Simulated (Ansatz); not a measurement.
`C=C[SiH](O)Cl` + `C[SiH2][SiH](O)O` → `C=C[SiH](O)[SiH](O)O` + `C[SiH2]Cl`  (redistribution)

Computed with Ansatz on PBE0-D4/def2-TZVP structures; ΔE is electronic, products minus reactants. CBS: MP2 limit from def2 TZ/QZ plus the TZ coupled-cluster correction, frozen cores. DFT in def2-TZVPP. B3LYP here is the variant with VWN-RPA as its local correlation; programs differ in this. Each species was taken in one conformer, which may not be the lowest.

`C=C[SiH](O)Cl`:

Cartesian coordinates in Å:
```
C 0.093 1.447 -0.824
C 0.620 0.738 0.171
Si -0.150 -0.828 0.780
O -1.330 -1.359 -0.220
Cl 1.357 -2.228 0.933
H 0.543 2.369 -1.180
H -0.820 1.135 -1.323
H 1.533 1.095 0.643
H -0.771 -0.703 2.113
H -1.075 -1.666 -1.092
```

`C[SiH2][SiH](O)O`:

Z-matrix (Å, degrees):
```
C
Si 1 1.877
H 1 1.092 2 110.9
H 1 1.092 2 110.2 3 119.6
H 1 1.092 2 111.0 3 -120.3
Si 2 2.337 1 111.1 3 -61.2
H 2 1.490 1 110.4 3 178.0
H 2 1.492 1 110.4 3 59.2
O 6 1.650 2 108.7 1 -170.5
O 6 1.649 2 105.1 1 -49.2
H 6 1.498 2 114.7 1 69.8
H 9 0.958 6 117.8 2 -147.4
H 10 0.958 6 118.6 2 170.9
```

`C=C[SiH](O)[SiH](O)O`:

Cartesian coordinates in Å:
```
C -0.329 1.910 -1.362
C -0.640 1.840 -0.068
Si -0.501 0.286 0.942
O 0.794 0.308 1.994
Si -0.001 -1.694 -0.222
O 0.693 -1.274 -1.661
O 1.009 -2.539 0.766
H -0.439 2.833 -1.927
H 0.046 1.049 -1.907
H -1.015 2.742 0.416
H -1.762 0.158 1.735
H 0.816 0.977 2.679
H -1.137 -2.616 -0.489
H 0.935 -1.987 -2.256
H 1.531 -1.993 1.360
```

`C[SiH2]Cl`:

```xyz
8

C    -0.500   -0.878    0.023
Si    0.304    0.796    0.032
Cl    2.234    0.640   -0.679
H    -1.524   -0.802    0.401
H     0.050   -1.575    0.657
H    -0.536   -1.285   -0.989
H     0.385    1.354    1.404
H    -0.413    1.750   -0.849
```

Question: Is it downhill or uphill in electronic energy at CCSD(T)/CBS, and by how much? (Best estimate.)

Answer: The calculation gave: Uphill: ΔE = +3.0 kcal/mol.

Question: What do these levels give: PBE0-D4, B3LYP, HF/def2-TZVPP, CCSD(T)/def2-TZVPP, MP2/CBS(def2), CCSD/CBS(def2)? (An estimate is asked.)

Answer: Computed: PBE0-D4 3.0, B3LYP 3.3, HF/def2-TZVPP 3.7, CCSD(T)/def2-TZVPP 3.0, MP2/CBS(def2) 2.9, CCSD/CBS(def2) 3.1 kcal/mol.

Largest T1 diagnostic among the species: 0.012.
